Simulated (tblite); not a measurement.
Species: C4H8BNO.
Cartesian coordinates in Å at the GFN2-xTB level; atoms count from 1:
```
atom  x, y, z in Å
B1     2.564    0.155    1.190
N2     1.433   -0.339    0.409
C3     0.534   -0.710   -0.207
C4    -0.617   -1.135   -0.946
C5    -1.880   -0.300   -0.652
C6    -1.619    1.128   -0.285
O7    -2.967   -0.795   -0.744
H8     3.112    0.951    0.492
H9     3.240   -0.796    1.432
H10    2.084    0.642    2.168
H11   -0.835   -2.187   -0.739
H12   -0.418   -1.040   -2.020
H13   -2.550    1.689   -0.277
H14   -0.912    1.581   -0.977
H15   -1.174    1.163    0.709
```

Level: GFN2-xTB in tblite, geometry and Hessian alike; calculated harmonic values, unscaled, isolated species. Against measured fundamentals such values can be off by several per cent, at times by over 20. Modes of hydrogen on boron can be 10 to 20 % off. One conformer, not necessarily the lowest. The optimisation stopped once no atom felt more than 0.01 eV/Å.

Lowest wavenumbers of the output (negative numbers stand for imaginary wavenumbers):
```
mode    cm-1
  1     -21.1
  2      29.2
  3      77.9
  4     130.4
  5     155.2
  6     210.4
  7     320.9
  8     331.7
```

Question: Is this structure a minimum?

Answer: Not by this Hessian. 1 mode is imaginary beyond 20i (21i cm⁻¹), so at this level the point lies at or near a first-order saddle. The curvature is small, so loose convergence or finite differences may be the whole cause.

Question: Which atoms move in the imaginary mode?

Answer: 21i: H9 (B–H hydrogen) 33 %, H8 (B–H hydrogen) 32 %, H10 (B–H hydrogen) 31 %. These are shares of the mass-weighted motion.

Question: What is the remedy?

Answer: Step along that mode in both directions, optimise again with tighter thresholds and repeat the frequencies. The zero-point energy of this point (69.9 kcal/mol) counts the 38 real modes alone, and thermal corrections from it aren't those of a minimum.
